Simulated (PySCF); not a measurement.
# Ionisation energy of Tm⁶³⁺ by level of theory

Tm⁶³⁺ [He] 2s2 2p2 [2p1/2^2, M_J = 0] → Tm⁶⁴⁺ [He] 2s2 2p1 [2p1/2^1, M_J = 1/2], as a difference of total energies. Calculation: PySCF 2.14, in an even-tempered Gaussian basis (17 s from 47 bohr⁻², ratio 2.4; 13 p from 60 bohr⁻², ratio 2.4; 5 d from 200 bohr⁻², ratio 2.6; 4 f from 300 bohr⁻², ratio 2.6); the two-component X2C-1e Hamiltonian. Correlated levels: nothing frozen; the 30 highest virtual spinors dropped. "Screened" scales the spin-orbit matrix elements by Boettger's factors to mimic the two-electron term; Breit and QED terms are absent.

```csv
method,ionisation energy (eV)
GHF (spin-free),14977.5
GMP2 (spin-free),14977.5
GHF (screened spin-orbit),15686.2
GMP2 (screened spin-orbit),15688.4
```

Q: How much does correlation contribute at GMP2 (screened spin-orbit)?

A: 15688.4 − (15686.2) = 2.2 eV, measured against GHF (screened spin-orbit).

For this ion Breit and QED terms and the two-electron picture change, all absent here, outweigh the correlation shift from GHF to GMP2.

The spin-free rows relax to the high-spin LS determinant and lack the spin-orbit shift.

The labels give the starting determinants; with spin-orbit coupling the two ends relaxed to ⟨J²⟩ = 0.00, ⟨L²⟩ = 1.33, ⟨S²⟩ = 1.33 and ⟨J²⟩ = 0.75, ⟨L²⟩ = 2.00, ⟨S²⟩ = 0.75.

For comparison: 15663 ± 19 eV (theoretical estimate listed by NIST; NIST Atomic Spectra Database, ionization energies).
